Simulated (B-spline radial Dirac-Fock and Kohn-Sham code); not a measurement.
**Ru⁴⁺ 4d3/2: cross section and angular parameters**

System: the Ru⁴⁺ ion, [Kr] 4d4; threshold 58.82 eV (orbital energy of the model). Model: Dirac-Hartree-Slater photoionisation with a Latter tail; cross sections with all multipoles, angular parameters from the dipole term and its interference with E2. Program: a radial finite-basis atomic code.

Input file task.json (cfg lists n, l and occupation; rrms is the nuclear radius in fm):

```json
{"items": [{
  "Z": 44,
  "q": 4,
  "cfg": [[1, 0, 2], [2, 0, 2], [2, 1, 6], [3, 0, 2], [3, 1, 6], [3, 2, 10], [4, 0, 2], [4, 1, 6], [4, 2, 4]],
  "A": 102,
  "rrms": 4.4809,
  "do": "xps",
  "hv": [60, 80, 109.0, 150, 180.0, 200, 243.0, 294.0, 365.0, 476.0, 1230.0, 1240.0, 1290.0, 1610.0, 1660.0, 2000, 2780.0, 2890.0, 2910.0, 4000, 4180.0, 5100.0, 5414.7, 8900.0, 9210.0, 11300.0, 11400.0, 12300.0, 14100.0, 15000]
}]}
```

Run with: `python xray2_run.py task.json out`

For linearly polarised light dσ/dΩ = σ/(4π) [1 + β P₂(cos θ) + (δ + γ cos²θ) sin θ cos φ], with θ from the polarisation vector and φ the angle between the beam and the projection of the electron momentum on the plane normal to the polarisation.

| hν (eV) | σ (kb) | β | γ | δ |
| --- | --- | --- | --- | --- |
| 80 | 162 | 1.900 | -0.218 | 0.022 |
| 109 | 62.2 | -0.867 | 0.084 | 0.008 |
| 150 | 117 | -0.076 | 0.081 | -0.016 |
| 180 | 130 | 0.339 | 0.039 | -0.013 |
| 200 | 129 | 0.518 | 0.020 | -0.010 |
| 243 | 115 | 0.767 | -0.007 | -0.005 |
| 294 | 94.3 | 0.944 | -0.020 | 0.000 |
| 365 | 70.0 | 1.093 | -0.021 | 0.006 |
| 476 | 44.2 | 1.217 | -0.001 | 0.014 |
| 1230 | 4.87 | 1.298 | 0.290 | 0.046 |
| 1240 | 4.76 | 1.297 | 0.294 | 0.046 |
| 1290 | 4.28 | 1.291 | 0.313 | 0.048 |
| 1610 | 2.29 | 1.249 | 0.427 | 0.059 |
| 1660 | 2.10 | 1.242 | 0.443 | 0.061 |
| 2000 | 1.20 | 1.194 | 0.548 | 0.073 |
| 2780 | 0.428 | 1.091 | 0.746 | 0.103 |
| 2890 | 0.377 | 1.078 | 0.769 | 0.107 |
| 2910 | 0.369 | 1.075 | 0.774 | 0.108 |
| 4000 | 0.126 | 0.958 | 0.968 | 0.150 |
| 4180 | 0.109 | 0.941 | 0.995 | 0.157 |
| 5100 | 0.0537 | 0.864 | 1.109 | 0.192 |
| 5414.7 | 0.0433 | 0.840 | 1.143 | 0.204 |
| 8900 | 0.00676 | 0.651 | 1.389 | 0.330 |
| 9210 | 0.00593 | 0.638 | 1.404 | 0.341 |
| 11300 | 0.00267 | 0.564 | 1.488 | 0.410 |
| 11400 | ? | ? | ? | ? |
| 12300 | 0.00191 | 0.534 | 1.519 | 0.441 |
| 14100 | 0.00110 | 0.485 | 1.562 | 0.497 |
| 15000 | 0.000858 | 0.464 | 1.578 | 0.524 |

**Question.** Give the values at 11400 eV.

**Answer.** σ = 0.00258 kb, β = 0.561, γ = 1.491, δ = 0.413.

Values without a named source are computed, but for edge energies of neutral atoms, which are taken from tables.
